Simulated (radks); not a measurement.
Results of a calculation; reference values are marked as such.
Cr13+, configuration [Ne] 3s1.

Code: a radial shooting solver on a logarithmic mesh with Libxc functionals. Model: scalar-relativistic Kohn-Sham, LDA (Slater exchange, VWN5 correlation), spin-polarised, spherical densities, finite nucleus; open shells are filled with parallel spins first; Fermi nuclear charge, rms radius 3.6452 fm.

Energy parts (hartree):
| part | energy |
|---|---|
| total | -975.64584 |
| kinetic | 986.10739 |
| electron-nucleus | -2158.62580 |
| Hartree | 232.79826 |
| exchange-correlation | -35.92569 |

Orbitals (lengths in bohr, moments of r in powers of bohr; <r^-3> diverges for s and p1/2):
orbital  occ.  eigenvalue (hartree)  <r^-3>  <1/r>
1s up       1             -229.9166       -  23.85
1s down     1             -229.8841       -  23.84
2s up       1             -37.95385       -  5.108
2s down     1             -37.91529       -  5.111
2p up       3             -34.21574   372.4  5.016
2p down     3             -34.18019   372.8  5.019
3s up       1             -13.69048       -  1.931
3s down     0             -13.43993       -  1.933
3p up       0             -12.58231   76.96  1.864
3p down     0             -12.34002   77.50  1.868
4s up       0              -6.92045       -  1.018
4s down     0              -6.83702       -  1.004

The highest occupied level is 3s up at -372.54 eV. For comparison, the ionisation energy in NIST's Atomic Spectra Database is 384.16 eV (semi-empirical). In exact Kohn-Sham theory the highest level is minus the ionisation energy, but local and semilocal functionals leave it too shallow, through self-interaction and a potential that decays too fast; potentials with the right tail come closer. Summed over all electrons, <r^2> = 1.325 bohr^2, which gives a Langevin (diamagnetic) susceptibility term of -1.05 x 10^-6 cm^3/mol. The electron density at the nucleus is 1.144e+04 e/bohr^3 (large components only). Spin moment in Bohr magnetons: 1. The spin density at the nucleus is 103.6 e/bohr^3 (1s 0.8, 2s -0.5, 3s 103.3).
